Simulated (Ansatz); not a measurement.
Ansatz (a first-principles code) input (CAM-B3LYP/def2-TZVPD):

Ansatz 0.2 input:
```yaml
crystal:
  periodic: [false, false, false]
  atoms:
    - {symbol: Ge, position_ang: [0.09738810, 0.07696862, 0.16737032]}
    - {symbol: Cl, position_ang: [-0.57146778, 2.38390255, -0.08161489]}
    - {symbol: Cl, position_ang: [2.08446438, -1.29122432, 0.06305381]}
    - {symbol: Cl, position_ang: [-1.69331736, -1.23939577, -0.39815570]}
    - {symbol: H, position_ang: [-0.05096626, 0.03120247, 1.72833496]}
basis:
  gaussian:
    orbitals: def2-TZVPD
hamiltonian:
  xc: {name: CAM-B3LYP}
total_charge: -1
magnetization: {spin_polarized: true, initial_magnetization: 1}
output: {forces: true}
```

Output:

```
Functional definition: CAM-B3LYP
integrals: 0.22 GiB planned
1353 factors; their error is unknown
integrals: 0.26 GiB planned
342 factors; integrals over basis functions are off by at most 4.4e-5 eV
mean field: 2.75 GiB planned
mean field evaluation 1: about -94111.4110 eV, gradient 1.9e1 eV
mean field evaluation 2: about -94111.1726 eV, gradient 2.4e1 eV
mean field evaluation 4: about -94112.8191 eV, gradient 5.4e-1 eV
mean field evaluation 8: about -94113.0579 eV, gradient 8.8e-2 eV
mean field evaluation 16: about -94113.0580 eV, gradient 7.0e-5 eV
mean field -94113.05800188 eV, -3458.5910894473 hartree, gradient 7.0e-5 eV, S^2 0.755494; 0 other end points of the search recorded, 0 dependent functions left out
the calculation of the forces begins
reference -94113.05813562 eV, -3458.5910943621 hartree; 43, 42 occupied and 158, 159 virtual orbitals, 1353 factors
Total energy: -94113.05813562 eV, -3458.5910943621 hartree
Atom 0 at     0.097388     0.076969     0.167370 Å, force    -0.122097    -0.083372     0.123589 eV/Å
Atom 1 at    -0.571468     2.383903    -0.081615 Å, force     0.042225    -0.173873     0.020180 eV/Å
Atom 2 at     2.084464    -1.291224     0.063054 Å, force    -0.152393     0.095429     0.009579 eV/Å
Atom 3 at    -1.693317    -1.239396    -0.398156 Å, force     0.207092     0.152075     0.061331 eV/Å
Atom 4 at    -0.050966     0.031202     1.728335 Å, force     0.025172     0.009740    -0.214678 eV/Å
Dipole moment:    -0.055727    -0.035667     0.117008 e Å
```
